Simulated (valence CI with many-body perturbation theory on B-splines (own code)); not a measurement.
## E1 line list for Sb III

Level of theory: configuration interaction combined with many-body perturbation theory (CI+MBPT): three valence electrons over a frozen Dirac-Fock core [Kr] 4d10, radial functions for each j: 11 s, 11 p, 10 d, 8 f, 5 g, 2 h, with the one-electron correlation potential Σ1, the two-electron term Σ2, the three-electron term Σ3, Breit, model QED; selected CI, second order for the rest, scaled by the run's own slope (own B-spline code, finite nucleus).

Set against measurement, 16 paired levels are off by 231 cm⁻¹ on average, the worst by 795. These come from a selection out of Moore, Atomic Energy Levels, vol. III, NSRDS-NBS 35 (1971 reprint of NBS Circular 467, 1958), an old analysis. Levels without a partner in it may be off by more. 1 measured level below the end of the list, from 163388 cm⁻¹ on, found no clear computed partner, and computed levels of the same name lie up to 1286 cm⁻¹ from them.

Lines 51 to 100 of 570 in falling wavelength, among levels below 22.819 eV, chosen from the strongest by gf and those to the six lowest levels. Wavelengths and rates use the calculated energies, so an error of 200 cm⁻¹ moves a line at 1214 nm by 2.4 % and its rate by three times that or more. Electric multipoles are in the length gauge, E1 and E2 with the static RPA response of the core. Weak lines are less certain than strong ones. Lines between different terms over intervals too small for the method are left out, as are lines whose strength nearly cancels. Where a level lies close to another of its J and parity, the split of strength between their lines is uncertain. The highest levels of a list are the least certain.

Names give the largest LS component (configuration and term), which can be under half, so a name can repeat, a term be missing and a line seem to break the LS rules; names also repeat where a configuration has a term twice. Letters in brackets count levels of one name in rising energy.

```
λ vac (nm)  λ from measured levels               Upper               Lower   A (s⁻¹)  S (a.u.)
      1688                               5s²7f ²F°_7/2        5s²6g ²G_7/2  1.05e+05  2.00e+00
      1688                               5s²7f ²F°_7/2        5s²6g ²G_9/2  3.68e+06  6.99e+01
      1685                               5s²7f ²F°_5/2        5s²6g ²G_7/2  3.78e+06  5.36e+01
      1671                                5s²8d ²D_5/2      5s5p5d ²D°_3/2  4.31e+05  5.95e+00
      1632                                5s²8s ²S_1/2      5s5p6s ⁴P°_3/2  3.56e+05  1.53e+00
      1570                               5s²7p ²P°_1/2        5s²6d ²D_3/2  1.35e+07  5.15e+01
      1565                                5s²9s ²S_1/2       5s²8p ²P°_3/2  2.17e+07  8.22e+01
      1558                          5s5p5d ²D°_5/2 [b]        5s²7d ²D_3/2  1.86e+05  2.08e+00
      1546                               5s5p6p ⁴D_1/2       5s²8p ²P°_3/2  1.66e+06  6.04e+00
      1529                              5s5p5d ²D°_3/2        5s²8s ²S_1/2  4.00e+05  2.83e+00
      1525                                 5p³ ⁴S°_3/2        5s²6d ²D_5/2  2.46e+06  1.72e+01
      1472                                5s²8d ²D_3/2       5s²8p ²P°_3/2  4.10e+06  2.59e+01
      1472                                 5p³ ⁴S°_3/2        5s²6d ²D_3/2  2.90e+05  1.82e+00
      1457                                5s²8d ²D_5/2       5s²8p ²P°_3/2  2.48e+07  2.27e+02
      1442                               5s²7p ²P°_3/2        5s²6d ²D_5/2  1.20e+07  7.10e+01
      1431                                5s²7d ²D_5/2      5s5p6s ⁴P°_3/2  3.04e+05  2.64e+00
      1407                              5s5p5d ⁴F°_3/2        5s²6d ²D_5/2  3.72e+05  2.05e+00
      1395                               5s²7p ²P°_3/2        5s²6d ²D_3/2  1.45e+06  7.75e+00
      1394                              5s5p5d ²F°_7/2        5s²7d ²D_5/2  8.14e+06  8.71e+01
      1387                                5s²9s ²S_1/2       5s²8p ²P°_1/2  1.57e+07  4.14e+01
      1373                               5s5p6p ⁴D_5/2       5s²6f ²F°_7/2  1.33e+05  1.01e+00
      1372                               5s5p6p ⁴D_1/2       5s²8p ²P°_1/2  5.61e+05  1.43e+00
      1364                                5s²7g ²G_9/2      5s²6h ²H°_11/2  5.42e+05  6.79e+00
      1364                                5s²7g ²G_7/2       5s²6h ²H°_9/2  5.51e+05  5.52e+00
      1314                                5s²8d ²D_3/2       5s²8p ²P°_1/2  3.01e+07  1.35e+02
      1228                               5s²6f ²F°_5/2        5s²7d ²D_5/2  3.43e+06  1.88e+01
      1214                    1189        5s²6d ²D_3/2       4f5s² ²F°_5/2  9.36e+06  3.31e+01
      1211                               5s5p6p ⁴D_3/2       5s²8p ²P°_3/2  1.54e+05  5.41e-01
      1211                               5s²6f ²F°_5/2        5s²7d ²D_3/2  4.91e+07  2.58e+02
      1197                               5s²6f ²F°_7/2        5s²7d ²D_5/2  4.32e+07  2.93e+02
      1184                                5s²5g ²G_9/2      5s5p5d ⁴F°_7/2  2.96e+05  2.43e+00
      1183                                5s²9s ²S_1/2      5s5p6s ²P°_3/2  7.22e+06  1.18e+01
      1180                    1156        5s²6d ²D_5/2       4f5s² ²F°_5/2  4.79e+05  2.33e+00
      1172                    1149        5s²6d ²D_5/2       4f5s² ²F°_7/2  9.69e+06  4.62e+01
      1167                               5s5p6p ²P_3/2  5s5p5d ²D°_5/2 [b]  3.42e+05  1.07e+00
      1157                                5s²6g ²G_7/2      5s5p5d ²F°_5/2  2.97e+05  1.81e+00
      1140                               5s²7p ²P°_1/2        5s²7s ²S_1/2  2.78e+07  4.08e+01
      1133                                5s²7d ²D_3/2      5s5p6s ⁴P°_1/2  3.03e+05  8.70e-01
      1129                                5s²8d ²D_3/2      5s5p6s ²P°_3/2  1.54e+06  4.38e+00
      1120                                5s²8d ²D_5/2      5s5p6s ²P°_3/2  9.60e+06  3.99e+01
      1102                               5s5p6p ⁴D_3/2       5s²8p ²P°_1/2  1.73e+05  4.57e-01
      1094                              5s5p5d ²F°_7/2        5s²5g ²G_9/2  1.36e+06  7.03e+00
      1087                                 5p³ ⁴S°_3/2        5s²7s ²S_1/2  5.94e+06  1.51e+01
      1045                               5s²7p ²P°_3/2        5s²7s ²S_1/2  2.80e+07  6.30e+01
      1041                                5s²7g ²G_9/2       5s²6f ²F°_7/2  1.34e+07  7.44e+01
      1041                                5s²7g ²G_7/2       5s²6f ²F°_7/2  4.77e+05  2.12e+00
      1026                              5s5p5d ⁴F°_3/2        5s²7s ²S_1/2  8.48e+05  1.81e+00
      1019                                5s²7g ²G_7/2       5s²6f ²F°_5/2  1.42e+07  5.94e+01
     993.0                               5s5p6p ²P_3/2       5s²8p ²P°_3/2  1.80e+05  3.47e-01
     988.9                               5s²6f ²F°_5/2        5s²5g ²G_7/2  5.06e+06  1.45e+01
```
